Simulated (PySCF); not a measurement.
Ionisation energy of C⁺ by level of theory

C⁺ [He] 2s2 2p1 (2P) → C²⁺ [He] 2s2 (1S), as a difference of total energies. Computed with PySCF 2.14 in jorge-DZP-DKH (4s2p1d, 15 functions), with the spin-free X2C one-electron Hamiltonian (Gaussian nucleus). Correlated levels: valence: 1s2 frozen. The calculations carry no spin-orbit coupling.

| method | ionisation energy (eV) |
| --- | --- |
| UHF | 24.157 |
| LDA | 24.736 |
| PBE0 | 24.812 |
| SCS-MP2 (valence) | 24.172 |
| CCSD(T) (valence) | 24.053 |

Question: Estimate what CCSD (valence) gives.

Answer: 24.036 eV, closest to CCSD(T) (valence) among the rows shown.

Question: Estimate what MP2 (valence) gives.

Answer: 24.217 eV, closest to SCS-MP2 (valence) among the rows shown.

Errors of the correlated levels include the incompleteness of this basis and the frozen core.

The coupled-cluster amplitudes are large for C²⁺ (T1 above 0.03 or a double amplitude above 0.15), so a single reference is strained.

For comparison: 24.378 eV (measured; NIST levels, between the centres of gravity of the two terms).
